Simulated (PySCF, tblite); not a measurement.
Isomers of C9H10O. Method: GFN2-xTB as coded in tblite; computed harmonic values from a numerical Hessian at the method's own geometry, unscaled. Against measured fundamentals such values can be off by several per cent, at times by over 20. One conformer each.

Electronic energies: PBE0/pcSseg-1 single points on the GFN2-xTB geometries (PySCF, gas phase).

```csv
SMILES,"electronic energy, lowest = 0 (kcal/mol)"
C=CCC1=C[C@@H]2C=C[C@H]1O2,74.6
COCC1c2ccccc21,71.5
OCc1ccc2c(c1)CC2,25.8
OC[C@@]12[C@H]3C=C[C@@H]1[C@@H]2C=C3,50.1
CCc1ccccc1C=O,0.0
C=CCc1cccc(O)c1,14.1
c1ccc(C2COC2)cc1,25.1
```

Problem. How do GFN2-xTB zero-point energies change the relative energies?

Solution. 
```tsv
SMILES	ZPE (kcal/mol)	of it from modes above 1550 cm⁻¹	electronic (kcal/mol)	with ZPE, lowest = 0 (kcal/mol)	lowest mode (cm⁻¹)	rings
CCc1ccccc1C=O	101.6	50.1	0.0	0.0	71	1
C=CCc1cccc(O)c1	101.1	51.4	14.1	13.6	13	1
c1ccc(C2COC2)cc1	102.7	47.6	25.1	26.2	61	2
OCc1ccc2c(c1)CC2	102.2	48.4	25.8	26.3	8	2
OC[C@@]12[C@H]3C=C[C@@H]1[C@@H]2C=C3	102.2	49.0	50.1	50.7	65	3
COCC1c2ccccc21	101.1	47.7	71.5	70.9	45	2
C=CCC1=C[C@@H]2C=C[C@H]1O2	101.5	51.3	74.6	74.4	38	2
```

The zero-point energies span 1.6 kcal/mol, from `COCC1c2ccccc21` to `c1ccc(C2COC2)cc1`. The order is unchanged.

Problem. And how do the electronic energies of GFN2-xTB itself compare?

Solution. `CCc1ccccc1C=O` 0.0; `C=CCc1cccc(O)c1` 6.8; `c1ccc(C2COC2)cc1` 7.0; `OCc1ccc2c(c1)CC2` 9.1; `OC[C@@]12[C@H]3C=C[C@@H]1[C@@H]2C=C3` 23.2; `COCC1c2ccccc21` 50.6; `C=CCC1=C[C@@H]2C=C[C@H]1O2` 46.2 kcal/mol, lowest = 0. Against the energies above, taken from the same isomer `CCc1ccccc1C=O`, the largest difference is 28.4 kcal/mol.

Problem. What do entropy and thermal enthalpy add at 298.15 K and 1 bar (rigid rotor, harmonic oscillator, one conformer each)?

Solution. 
```csv
SMILES,point group,symmetry number,S (cal/(mol K)),H − H(0) (kcal/mol),ZPE + H − H(0) − TS (kcal/mol)
CCc1ccccc1C=O,C1,1,95.2,6.55,79.8
c1ccc(C2COC2)cc1,Cs,1,91.3,5.86,81.4
OC[C@@]12[C@H]3C=C[C@@H]1[C@@H]2C=C3,C1,1,88.6,5.75,81.5
COCC1c2ccccc21,C1,1,95.7,6.47,79.0
C=CCC1=C[C@@H]2C=C[C@H]1O2,C1,1,93.3,6.04,79.7
```

Not tabulated: `C=CCc1cccc(O)c1` (lowest mode only 13 cm⁻¹); `OCc1ccc2c(c1)CC2` (lowest mode only 8 cm⁻¹).
